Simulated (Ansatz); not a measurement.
Geometry optimisation, RKS B3LYP-D4/6-31G* in Ansatz.

Input file:

```yaml
crystal:
  periodic: [false, false, false]
  atoms:
    - { symbol: Al, position_ang: [-2.2374, 1.4815, -0.2075] }
    - { symbol: Si, position_ang: [-0.4801, 0.1835, 0.4822] }
    - { symbol: O, position_ang: [0.3845, -0.3116, -0.913] }
    - { symbol: Si, position_ang: [1.7834, -1.2667, -0.3036] }
    - { symbol: H, position_ang: [-2.5918, 1.5604, -1.8034] }
    - { symbol: H, position_ang: [-2.4896, 2.9392, 0.5259] }
    - { symbol: H, position_ang: [0.4004, 0.9867, 1.3854] }
    - { symbol: H, position_ang: [-0.9728, -0.9671, 1.1909] }
    - { symbol: H, position_ang: [2.5274, -1.7275, -1.3894] }
    - { symbol: H, position_ang: [1.1848, -2.4514, 0.4362] }
    - { symbol: H, position_ang: [2.5565, -0.4839, 0.6171] }
basis:
  gaussian: { orbitals: "6-31G*" }
hamiltonian:
  xc: b3lyp
  dispersion: d4
relax:
  f_tol: 0.015
  max_steps: 40
output:
  orbitals: {}
```

Launched with:

```bash
$ ansatz run input.yaml --threads 1 --pin off --max-ram 2048MiB --backend cpu --events-out ev --progress --plain --runs-dir out
```

Task: Where does it end, and by what steps?

Result: It converged. The force dipped under the threshold on the way, but the program's further checks kept it going. After 17 steps the energy has fallen by 1.020 eV; H6 moved furthest, 0.82 Å.

```tsv
step	energy less start (eV)	largest force component (eV/Å)	accepted
0	0.0000	3.578	yes
1	-0.6521	1.836	yes
2	-0.9020	0.563	yes
3	-0.9726	0.341	yes
4	-1.0077	0.104	yes
5	-1.0133	0.079	yes
6	-1.0172	0.040	yes
7	-1.0181	0.092	yes
8	-1.0185	0.069	yes
9	-1.0194	0.014	yes
10	-1.0198	0.028	yes
11	-1.0197	0.056	no
12	-1.0201	0.018	yes
13	-1.0201	0.050	no
14	-1.0203	0.009	yes
15	-1.0203	0.016	yes
16	-1.0204	0.020	yes
17	-1.0204	0.010	yes
```

```xyz
11
Properties=species:S:1:pos:R:3
Al -2.157 1.720 -0.468
Si -0.502 0.368 0.754
O 0.514 -0.418 -0.310
Si 1.821 -1.427 -0.374
H -2.218 1.759 -2.058
H -3.209 2.585 0.363
H 0.313 1.213 1.685
H -1.172 -0.641 1.637
H 2.207 -1.604 -1.796
H 1.495 -2.757 0.212
H 2.973 -0.853 0.376
```

Run time: 73 s on 1 CPU thread of a shared host.
